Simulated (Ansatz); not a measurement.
`[F][In]([Cl])[Cl]` + `CC(C)N` → `CC(C)[NH][In]([Cl])[Cl]` + H–F at 700 K and 1 bar (ligand exchange at the In–F bond).

Program: Ansatz. Geometries: PBE0-D4/def2-TZVP. ΔE: electronic, gas phase. CBS: MP2 limit from def2 TZ/QZ plus the TZ coupled-cluster correction, frozen cores. This one scheme is used for every species. Elements past krypton have def2 core potentials. For In outer-core shells are correlated without core-valence functions, which leaves a few kJ/mol of doubt a bond. Each species was taken in one conformer, which may not be the lowest.

```csv
species,CCSD(T)/CBS energy (Eh),H − E (kJ/mol),S (J/(mol·K))
`[F][In]([Cl])[Cl]`,-1209.28900,59.6,406.6
`CC(C)N`,-174.28253,389.3,410.3
`CC(C)[NH][In]([Cl])[Cl]`,-1283.16802,405.0,616.3
H–F,-100.39570,45.2,198.5
```

H − E and S are ideal-gas, rigid-rotor, harmonic terms from PBE0-D4/def2-TZVP, for one conformer and one mirror image of each species. 1 Eh = 2625.50 kJ/mol, R = 8.31446 J/(mol·K).

Task: By hand: ΔE, ΔH, ΔS and ΔG.

Result: ΔE = (-1283.16802) + (-100.39570) − (-1209.28900) − (-174.28253) = 0.00781 Eh = 20.5 kJ/mol. Δ(H − E) = 405.0 + 45.2 − 59.6 − 389.3 = 1.3, so ΔH = 21.8 kJ/mol. ΔS = 616.3 + 198.5 − 406.6 − 410.3 = -2.1 J/(mol·K). ΔG = 21.8 − 700 × (-2.1)/1000 = 23.3 kJ/mol.

Task: By hand: the equilibrium constant, and the temperature at which ΔG would vanish if ΔH and ΔS stayed fixed.

Result: log₁₀ K = −ΔG/(RT ln 10) = -1.7. ΔH and −TΔS have one sign here, so there is no such temperature.

The number of gas molecules stays the same, so ΔS is small and ΔH decides. A doubt of 5 kJ/mol in ΔE shifts log₁₀ K by 0.4 here. Other conformers and mirror images would add mixing entropy, several J/(mol·K) or more a flexible species. Modes under 60 cm⁻¹, often nearly free rotors, make the harmonic entropy too high. These are equilibria of isolated gas molecules and say nothing of rates. Largest T1 diagnostic: 0.014 (customary marks: 0.02 for closed shells, 0.045 for open ones).

ΔS is within the doubt of such terms, so its sign, and with it that verdict, could turn.
